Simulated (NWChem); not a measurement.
Isomers of C2H6F2Si, each optimised at PBE0/def2-SVP with NWChem, gas phase unless a solvent is named. Flexible species stand in one conformer each, which need not be the lowest. Pople sets run with spherical d functions. Relative energies count from the lowest isomer at each level and are electronic, without zero-point energy, on those geometries. Shieldings are non-relativistic GIAO values without spin-orbit effects.

A: C[Si@H](F)CF
B: CC[SiH](F)F
C: FC[SiH2]CF
D: C(C[SiH3])(F)F

```json
[
 {"quantity": "relative energy, B3LYP/def2-TZVP (kcal/mol)", "A": "49.8", "B": "0.0", "C": "108.6", "D": "95.1"},
 {"quantity": "relative energy, TPSSh/def2-TZVP (kcal/mol)", "A": "48.2", "B": "0.0", "C": "104.3", "D": "90.2"},
 {"quantity": "orbital gap (eV), PBE0/def2-SVP", "A": "9.49", "B": "10.26", "C": "9.53", "D": "10.39"},
 {"quantity": "29Si shift against tetramethylsilane, B3LYP/6-31G* (ppm)", "A": "28.2", "B": "8.7", "C": "-22.3", "D": "-45.7"}
]
```
